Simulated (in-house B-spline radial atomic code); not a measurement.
Settings and results of a run for Os²⁺. Level of theory: Dirac-Kohn-Sham CAM-B3LYP, spherical fractional occupations, Fermi nucleus of rms radius 5.4126 fm; calculated with a radial B-spline atomic code at the basis-set limit.

Command:
```bash
python run_scf.py task.json out
```
Settings (nuclear radius in fm, mass in u):
```
Z                76
configuration    [Xe] 4f14 5d6
hamiltonian      dirac
method           camb3lyp
spin_polarised   False
nucleus          fermi
rms_radius       5.4126
atomic_mass      191.96148
speed_of_light   137.035999084
```

Output (hartree, bohr):
```
 radial grid: 78 intervals, B-splines of order 8, outer radius 53.7037 bohr

 iter        energy (Eh)    residual
    1      -17276.892036    5.99e-01
    2      -17277.662316    1.34e-01
    3      -17277.919302    2.42e-02
    4      -17277.934001    7.56e-03
    5      -17277.934098    7.88e-03
    6      -17277.935007    9.36e-04
    7      -17277.935032    2.28e-04
    8      -17277.935034    6.33e-05
    9      -17277.935034    2.47e-06
   10      -17277.935034    8.10e-08

 total energy                    -17277.93503
 kinetic                           19600.7667
 electron-nucleus                 -43235.3134
 Hartree                            6697.2804
 exact exchange                      -69.1791
 exchange-correlation               -271.4896

 first-order corrections (not in the total)
   Gaunt                            21.1511
   retardation                      -2.2432
   frequency dependence             -0.3786
   self-energy                      15.5422
   Uehling                          -3.0076
   Wichmann-Kroll                    0.1242
   recoil                            0.0302

 orbital      occ     eigenvalue          <r>       <r^2>       <1/r>       r_max    small
 1s1/2      2.000     -2714.9939     0.017737 0.000433575     90.4099     0.01103  8.26e-02
 2s1/2      2.000      -474.1818    0.0742544  0.00658398     22.0929      0.0636  1.88e-02
 2p1/2      2.000      -453.9389    0.0613143  0.00468616     22.0535     0.04711  1.89e-02
 2p3/2      4.000      -397.6340    0.0694985  0.00588053     18.3128     0.05415  1.69e-02
 3s1/2      2.000      -111.3524     0.193311    0.042872     8.11382       0.179  6.23e-03
 3p1/2      2.000      -102.2844     0.183451   0.0392505     8.02751      0.1674  6.17e-03
 3p3/2      4.000       -89.9719     0.198537   0.0457548     7.05809      0.1818  5.62e-03
 3d3/2      4.000       -74.7842     0.173448   0.0353354     6.95027      0.1421  5.50e-03
 3d5/2      6.000       -72.1218     0.178075   0.0371153     6.72432      0.1461  5.34e-03
 4s1/2      2.000       -24.3120     0.431778    0.210652     3.41492      0.4053  2.07e-03
 4p1/2      2.000       -20.4965     0.435833    0.216373     3.30491      0.4044  1.98e-03
 4p3/2      4.000       -17.5959     0.469097    0.250343     2.97083      0.4343  1.77e-03
 4d3/2      4.000       -11.3254     0.482473    0.269664      2.7596      0.4295  1.57e-03
 4d5/2      6.000       -10.7864     0.493763    0.282245     2.68001       0.439  1.51e-03
 5s1/2      2.000        -4.2135      1.01008     1.14605     1.34238      0.9159  4.81e-04
 5p1/2      2.000        -3.0128      1.10156     1.37346     1.21645      0.9754  4.05e-04
 5p3/2      4.000        -2.5556      1.20009     1.63119     1.09747       1.056  3.45e-04
 4f5/2      6.000        -2.8338     0.551214    0.374195     2.25974      0.4034  1.12e-03
 4f7/2      8.000        -2.7292     0.559299    0.385581     2.22749      0.4083  1.10e-03
 5d3/2      2.400        -0.8950       1.6766     3.30267    0.778328       1.325  1.78e-04
 5d5/2      3.600        -0.8541      1.73513     3.53931    0.749987       1.367  1.66e-04
```

Run time, properties included: 13 s on 1 thread of Arm Neoverse V2, with other jobs on the host.

For the Dirac Hamiltonian the kinetic term is c α·p + (β - 1)c².

Caution: exact exchange at fractional occupations of open shells leaves self-interaction of up to several eV.
